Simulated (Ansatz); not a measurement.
Molecule: dichloro(dimethyl)germane, C$_{2}$H$_{6}$Cl$_{2}$Ge, charge 0, multiplicity 1. 
Geometry from a B3LYP-D3(BJ)/def2-TZVP (Ansatz, an electronic-structure program) optimisation:
```
Ge
C 1 1.9460
H 2 1.0881 1 109.18
H 2 1.0895 3 109.44 1 -119.86
H 2 1.0895 3 109.44 4 -120.27
C 1 1.9460 2 117.90 3 180.00
H 6 1.0881 1 109.18 2 180.00
H 6 1.0895 7 109.44 1 -119.86
H 6 1.0895 7 109.44 8 -120.27
Cl 1 2.1769 2 107.90 3 57.55
Cl 1 2.1769 2 107.90 3 -57.55
```
Charge 0, spin multiplicity 1.

Wanted: atomisation energy (electronic, to ground-state atoms), in kJ/mol. Cores are frozen in the correlated levels unless marked. Open shells are spin-unrestricted. Spin-orbit coupling is left out. The frozen core is the preceding noble-gas configuration, with the filled d and f shells of earlier blocks. Non-relativistic. The coupled-cluster limit lacks core correlation, which all-electron functionals hold. CBS marks a two-point X^-3 extrapolation of the correlation energy; Hartree-Fock from the larger set.

```json
[
 {"level": "HF/def2-SVP", "program": "Ansatz", "atomisation energy (kJ/mol)": "2943.3", "minus last row": "-942.0"},
 {"level": "r2SCAN0/def2-TZVPD", "program": "Ansatz", "atomisation energy (kJ/mol)": "3853.1", "minus last row": "-32.2"},
 {"level": "CAM-B3LYP/def2-TZVPD", "program": "Ansatz", "atomisation energy (kJ/mol)": "3841.9", "minus last row": "-43.4"},
 {"level": "B2PLYP-D4/def2-TZVPD", "program": "Ansatz + dftd4", "atomisation energy (kJ/mol)": "3831.0", "minus last row": "-54.3"},
 {"level": "RPA@PBE/def2-QZVPP", "program": "Ansatz", "atomisation energy (kJ/mol)": "3645.2", "minus last row": "-240.1"},
 {"level": "MP2/STO-3G", "program": "Ansatz", "atomisation energy (kJ/mol)": "4172.1", "minus last row": "286.8"},
 {"level": "RI-MP2/def2-TZVPPD", "program": "Ansatz", "atomisation energy (kJ/mol)": "3856.0", "minus last row": "-29.3"},
 {"level": "SCS-MP2/STO-3G", "program": "Ansatz", "atomisation energy (kJ/mol)": "4198.6", "minus last row": "313.3"},
 {"level": "CCSD(T)/STO-3G", "program": "Ansatz", "atomisation energy (kJ/mol)": "4226.1", "minus last row": "340.8"},
 {"level": "CCSD(T)/CBS(def2-TZVPPD,def2-QZVPPD)", "program": "Ansatz", "atomisation energy (kJ/mol)": "3885.3", "minus last row": "0.0"}
]
```
